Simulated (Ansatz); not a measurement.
A calculation with Ansatz (development build ahead of 0.2.0).

```yaml
crystal:
  periodic: [false, false, false]
  atoms:
    - { symbol: Pr, position_ang: [0.0, 0.0, 0.0] }
    - { symbol: F, position_ang: [0.0, 1.75425, 1.11758] }
    - { symbol: F, position_ang: [0.0, -1.75425, 1.11758] }
basis:
  gaussian: { orbitals: def2-TZVPP }
magnetization:
  spin_polarized: true
  initial_magnetization: 3
hamiltonian:
  xc: pbe
```

The input is written out in the form of the current development build from the run's settings. The basis set brings a core potential for Pr, so the total leaves out those core electrons.

Results

* Converged: yes
* Total energy: -716.68922 hartree
* Spin squared of the determinant: 3.754
* Stability test: minimum

Caution: other spin multiplicities were not run.
